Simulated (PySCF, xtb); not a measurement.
C5H9N, SMILES C=C(C)/N=C/C. The values are those of a single conformer.

Harmonic wavenumbers (cm⁻¹) from GFN2-xTB (xtb 6.7.1) at its own minimum, in rising order: 107, 111, 152, 177, 187, 345, 438, 498, 545, 703, 837, 856, 883, 948, 1008, 1026, 1029, 1044, 1136, 1265, 1328, 1385, 1391, 1409, 1460, 1461, 1467, 1480, 1675, 1746, 2831, 3004, 3006, 3017, 3029, 3053, 3062, 3108, 3138.

Question: What does B3LYP-D3(BJ)/def2-SVP in PySCF give at its own minimum? (An estimate is asked for; the answer gives what the named calculation found.)

Answer: 112, 169, 180, 202, 223, 366, 477, 521, 569, 734, 859, 869, 892, 928, 1005, 1023, 1059, 1087, 1147, 1291, 1364, 1384, 1410, 1416, 1442, 1445, 1450, 1463, 1691, 1766, 2991, 3023, 3027, 3087, 3095, 3142, 3149, 3150, 3248. Paired by order, the mean absolute difference is 33 cm⁻¹ and the zero-point energies are 79.1 and 80.7 kcal/mol.
